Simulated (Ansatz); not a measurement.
CuSn₂. Charge 0, multiplicity 2. Geometry relaxed at PBE-D4/def2-TZVP.

```xyz
3

Cu    1.339    0.227   -0.519
Sn   -1.195    0.483   -0.835
Sn   -0.144   -0.710    1.354
```

In the def2 sets Sn takes a core potential; there is no spin–orbit coupling. The structure comes from a short search, and lower isomers may exist.

**Question.** Estimate the harmonic wavenumbers at UKS PBE-D4/def2-TZVP (Ansatz, unscaled). Is this a minimum?

**Answer.** 65i, 131, 183 cm⁻¹. No: 1 imaginary mode, a saddle point. Zero-point energy 1.9 kJ/mol. Hardware: 4 threads of Arm Neoverse V2 on a shared host. Wall time 52 s.
